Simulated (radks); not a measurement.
Effect of the nuclear size on the scandium ion Sc2+, [Ar] 3d1. Method: Dirac Kohn-Sham, BLYP, spin-unpolarised, spherical densities, finite nucleus; open shells fill j = l - 1/2 first; Fermi nuclear charge, rms radius 3.5459 fm; computed with a radial shooting solver on a logarithmic mesh with Libxc functionals. The rms radius is varied about that value; shifts are against it.

rms radius (fm)  total energy shift (eV)  density at nucleus (e/bohr^3)  1s1/2 shift (meV)  2s1/2 shift (meV)  3s1/2 shift (meV)
2.8403                           -0.0139                           7306              -5.89             -0.482             -0.064
3.2374                          -0.00646                           7278              -2.73             -0.223             -0.030
3.5459                                 0                           7259              0.000              0.000              0.000
3.8296                           0.00645                           7244               2.72              0.223              0.029
3.9998                            0.0105                           7235               4.46              0.365              0.048

Slopes of the eigenvalues against <r^2> in GHz/fm^2, as finite differences over the two radii next to the reference (eigenvalue slopes, not the field-shift constants of lines): 1s1/2 315, 2s1/2 25.8, 3s1/2 3.41.
